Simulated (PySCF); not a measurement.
GeO, SMILES [O]=[Ge] (connectivity only; charge and spin as stated), neutral, multiplicity 1.

Coordinates come from a B3LYP-D3(BJ)/def2-TZVPD optimisation.

Two levels are set side by side: PBE/def2-TZVPD (PySCF) and PBE0/def2-TZVPD (PySCF). Same geometry, gas phase. Differences are taken from unrounded values.

| quantity | PBE0 |
|---|---|
| orbital gap (eV) | 6.42 |
| highest occupied level (eV) | -8.55 |
| lowest empty level (eV) | -2.14 |
| dipole moment (D) | 3.48 |
| mean polarisability (bohr³) | 31.8 |

Q: What does PBE give, and how far is it from PBE0? (The exact figures need the calculation; the answer reports its results.)

A: 
```csv
quantity,PBE,PBE minus PBE0
orbital gap (eV),4.31,-2.10
highest occupied level (eV),-7.24,1.32
lowest empty level (eV),-2.92,-0.78
dipole moment (D),3.16,-0.33
mean polarisability (bohr³),32.9,1.1
```

PBE's occupied levels lie high since its potential decays too fast outside the molecule; exact exchange lowers them and widens the gap. Loosely held outer electrons make PBE densities more polarisable. Differences between two approximate levels are no errors against the true value.

Rough cost on one machine, each run with all the roots and properties that it gave: PBE0 against PBE within a factor of 2.
